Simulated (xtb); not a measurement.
ClGa, triplet, from a rough starting geometry (GFN-xTB shapes and energies of metal compounds can be far from the true ones) (the spin is typed, not shown lowest); GFN2-xTB (xtb 6.7.1).

The xtb input:
```
$ xtb mol.xyz --gfn 2 --uhf 2 --opt vtight --json

# file mol.xyz
2

Ga    -0.61815405    -0.58546965    -0.60405372
Cl     0.67249847     0.55605614     0.63410617
```

**Question.** Predict the main parts of the log of this xtb run.

**Answer.** 
```
   ID    Z sym.   atoms
    1   31 Ga     1
    2   17 Cl     2

           -------------------------------------------------
          |                Calculation Setup                |
           -------------------------------------------------

           -------------------------------------------------
          |                 G F N 2 - x T B                 |
           -------------------------------------------------

          ...................................................
          :                      SETUP                      :
          :.................................................:
          :  # basis functions                  20          :
          :  # atomic orbitals                  18          :
          :  # shells                            6          :
          :  # electrons                        10          :
          :  max. iterations                   250          :
          :  Hamiltonian                  GFN2-xTB          :
          :  restarted?                      false          :
          :  GBSA solvation                  false          :
          :  PC potential                    false          :
          :  electronic temp.          300.0000000     K    :
          :  accuracy                    1.0000000          :
          :  -> integral cutoff          0.2500000E+02      :
          :  -> integral neglect         0.1000000E-07      :
          :  -> SCF convergence          0.1000000E-05 Eh   :
          :  -> wf. convergence          0.1000000E-03 e    :
          :  Broyden damping             0.4000000          :
          :  net charge                          0          :
          :  unpaired electrons                  2          :
          ...................................................

 iter      E             dE          RMSdq      gap      omega  full diag
   1     -5.6071437 -0.560714E+01  0.830E+00    0.00       0.0  T
   2     -5.6108407 -0.369703E-02  0.373E+00    0.00       1.0  T
   3     -5.6109314 -0.906343E-04  0.210E+00    0.00       1.0  T
   4     -5.6120980 -0.116664E-02  0.331E-01    0.00       1.0  T
   5     -5.6119596  0.138373E-03  0.374E-01    0.00       1.0  T
   6     -5.6120956 -0.135907E-03  0.218E-01    0.00       1.0  T
   7     -5.6121434 -0.478118E-04  0.125E-01    0.00       1.0  T
   8     -5.6121604 -0.170835E-04  0.572E-03    0.00      12.4  T
   9     -5.6121605 -0.872940E-08  0.538E-03    0.00      13.1  T
  10     -5.6121605 -0.413798E-07  0.587E-04    0.00     120.4  T
  11     -5.6121605 -0.440565E-09  0.249E-04    0.00     283.5  T

   *** convergence criteria satisfied after 11 iterations ***

 transition dipole moment (au) for excitation:           5           6
     X       Y       Z
  -0.6895   0.0523   0.6705  total (au/Debye):    0.963   2.448
 dE (eV)             :    6.576
 oscillator strength :  0.21138E+00

         :::::::::::::::::::::::::::::::::::::::::::::::::::::
         ::                     SUMMARY                     ::
         :::::::::::::::::::::::::::::::::::::::::::::::::::::
         :: total energy              -5.609074093427 Eh    ::
         :: gradient norm              0.021663905977 Eh/a0 ::
         :: HOMO-LUMO gap              0.000000000000 eV    ::
         ::.................................................::
         :: SCC energy                -5.612160497925 Eh    ::
         :: -> isotropic ES            0.004072347001 Eh    ::
         :: -> anisotropic ES         -0.000331418366 Eh    ::
         :: -> anisotropic XC          0.000608639287 Eh    ::
         :: -> dispersion             -0.000780825382 Eh    ::
         :: repulsion energy           0.003086404498 Eh    ::
         :: add. restraining           0.000000000000 Eh    ::
         :: total charge               0.000000000043 e     ::
         :::::::::::::::::::::::::::::::::::::::::::::::::::::

      -----------------------------------------------------------
     |                   =====================                   |
     |                        A N C O P T                        |
     |                   =====================                   |
     |               Approximate Normal Coordinate               |
     |                Rational Function Optimizer                |
      -----------------------------------------------------------
      -----------------------------------------------------------
     |                   =====================                   |
     |                        A N C O P T                        |
     |                   =====================                   |
     |               Approximate Normal Coordinate               |
     |                Rational Function Optimizer                |
      -----------------------------------------------------------

          ...................................................
          :                      SETUP                      :
          :.................................................:
          :   optimization level         verytight          :
          :   max. optcycles                   200          :
          :   ANC micro-cycles                  20          :
          :   degrees of freedom                 1          :
          :.................................................:
          :   RF solver                   davidson          :
          :   write xtbopt.log                true          :
          :   linear (good luck)              true          :
          :   energy convergence         0.1000000E-06 Eh   :
          :   grad. convergence          0.2000000E-03 Eh/α :
          :   maxmium RF displ.          1.0000000          :
          :   Hlow (freq-cutoff)         0.1000000E-01      :
          :   Hmax (freq-cutoff)         5.0000000          :
          :   S6 in model hess.         20.0000000          :
          ...................................................

generating ANC from exact Hessian ...
[...]
 * total energy  :    -5.6090741 Eh     change       -0.4701217E-10 Eh
 * total energy  :    -5.6103173 Eh     change       -0.1243203E-02 Eh
 * total energy  :    -5.6104244 Eh     change       -0.1070789E-03 Eh
 * total energy  :    -5.6104287 Eh     change       -0.4281610E-05 Eh
 * total energy  :    -5.6104294 Eh     change       -0.7854638E-06 Eh
 * total energy  :    -5.6104294 Eh     change       -0.2555094E-09 Eh
   *** GEOMETRY OPTIMIZATION CONVERGED AFTER 6 ITERATIONS ***
[...]
          :  restarted?                      false          :
          :  GBSA solvation                  false          :
          :  PC potential                    false          :
          :  electronic temp.          300.0000000     K    :
          :  accuracy                    1.0000000          :
          :  -> integral cutoff          0.2500000E+02      :
          :  -> integral neglect         0.1000000E-07      :
          :  -> SCF convergence          0.1000000E-05 Eh   :
          :  -> wf. convergence          0.1000000E-03 e    :
          :  Broyden damping             0.4000000          :
          :  net charge                          0          :
          :  unpaired electrons                  2          :
          ...................................................

 iter      E             dE          RMSdq      gap      omega  full diag
   1     -5.6117822 -0.561178E+01  0.257E-05    0.00       0.0  T
   2     -5.6117822 -0.852651E-13  0.187E-05    0.00    3771.5  T
   3     -5.6117822 -0.109246E-12  0.116E-05    0.00    6105.2  T

   *** convergence criteria satisfied after 3 iterations ***

 transition dipole moment (au) for excitation:           5           6
     X       Y       Z
   0.4383   0.3382  -0.7687  total (au/Debye):    0.947   2.408
 dE (eV)             :    6.625
 oscillator strength :  0.20597E+00

         :::::::::::::::::::::::::::::::::::::::::::::::::::::
         ::                     SUMMARY                     ::
         :::::::::::::::::::::::::::::::::::::::::::::::::::::
         :: total energy              -5.610429442476 Eh    ::
         :: gradient norm              0.000000432564 Eh/a0 ::
         :: HOMO-LUMO gap              0.000000000000 eV    ::
         ::.................................................::
         :: SCC energy                -5.611782229895 Eh    ::
         :: -> isotropic ES            0.003475539213 Eh    ::
         :: -> anisotropic ES         -0.000206157662 Eh    ::
         :: -> anisotropic XC          0.000729739360 Eh    ::
         :: -> dispersion             -0.000781921273 Eh    ::
         :: repulsion energy           0.001352787419 Eh    ::
         :: add. restraining           0.000000000000 Eh    ::
         :: total charge               0.000000000106 e     ::
         :::::::::::::::::::::::::::::::::::::::::::::::::::::

           -------------------------------------------------
          |                Property Printout                |
           -------------------------------------------------

    * Orbital Energies and Occupations

         #    Occupation            Energy/Eh            Energy/eV
      -------------------------------------------------------------
         1        2.0000           -1.0889043             -29.6306
         2        2.0000           -0.5416862             -14.7400
         3        2.0000           -0.4750420             -12.9265
         4        2.0000           -0.4750420             -12.9265
         5        1.0000           -0.4376426             -11.9089
         6        0.5000           -0.1941765              -5.2838 (HOMO)
         7        0.5000           -0.1941765              -5.2838 (LUMO)
         8                         -0.1228566              -3.3431
         9                         -0.0557697              -1.5176
        10                         -0.0557697              -1.5176
        11                         -0.0196513              -0.5347
        12                         -0.0196513              -0.5347
        13                         -0.0161052              -0.4382
        14                         -0.0161052              -0.4382
        15                         -0.0100918              -0.2746
        16                          0.0311813               0.8485
        17                          0.0311813               0.8485
        18                          0.7672356              20.8775
      -------------------------------------------------------------
                  HL-Gap            0.0000000 Eh            0.0000 eV
             Fermi-level           -0.3250947 Eh           -8.8463 eV

     #   Z          covCN         q      C6AA      α(0)
     1  31 Ga       0.785    -0.036   335.818    46.877
     2  17 Cl       0.785     0.036    97.999    15.143

 Mol. C6AA /au·bohr⁶  :        758.360674
 Mol. C8AA /au·bohr⁸  :      64067.981782
 Mol. α(0) /au        :         62.019879

Wiberg/Mayer (AO) data.
largest (>0.10) Wiberg bond orders for each atom

 ---------------------------------------------------------------------------
     #   Z sym  total        # sym  WBO       # sym  WBO       # sym  WBO
 ---------------------------------------------------------------------------
     1  31 Ga   1.188 --     2 Cl   1.188
     2  17 Cl   1.188 --     1 Ga   1.188
 ---------------------------------------------------------------------------

Topologies differ in total number of bonds
Writing topology from bond orders to xtbtopo.mol

molecular dipole:
                 x           y           z       tot (Debye)
 q only:        0.091       0.080       0.087
   full:       -0.045      -0.040      -0.044       0.190
molecular quadrupole (traceless):
                xx          xy          yy          xz          yz          zz
 q only:        0.009       0.002      -0.012       0.011      -0.000       0.003
  q+dip:        0.051       0.493      -0.061       0.531       0.475       0.010
   full:        0.042       0.415      -0.050       0.446       0.399       0.008

optimized geometry written to: xtbopt.xyz

           -------------------------------------------------
          | TOTAL ENERGY               -5.610429442476 Eh   |
          | GRADIENT NORM               0.000000432564 Eh/α |
          | HOMO-LUMO GAP               0.000000000000 eV   |
           -------------------------------------------------

normal termination of xtb
```
